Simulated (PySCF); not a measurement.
CH₃AlF₂, SMILES [CH3][Al]([F])[F]. Atoms are numbered in the order given.

```xyz
7

Al     0.0495     0.0436     0.0000
C     -1.4748    -1.1416    -0.0463
H     -1.2507    -2.0349    -0.6529
H     -2.3665    -0.6526    -0.4672
H     -1.7199    -1.4964     0.9687
F     -0.0129     1.6070    -0.5575
F      1.5176    -0.4441     0.6052
```

Geometry: B3LYP-D3(BJ)/def2-SVP. The isomer is the one that the SMILES or the coordinates give; other isomers of the formula were not compared.

Two levels are set side by side: PBE/pcSseg-1 (PySCF) and HF/pcSseg-1 (PySCF). GIAO shifts against CFCl3 (¹⁹F), TMS (¹H), TMS (¹³C) at the same level; non-relativistic, no solvent, atoms listed together averaged. Differences are taken from unrounded values.

| quantity | HF | PBE | PBE minus HF |
|---|---|---|---|
| δ(¹³C) of C2 (ppm) | -16.2 | -17.8 | -1.5 |
| δ(¹⁹F) of F6, F7 (ppm) | -134.4 | -173.4 | -39.0 |

Rough cost on one machine, each run with all the roots and properties that it gave: HF against PBE within a factor of 2.
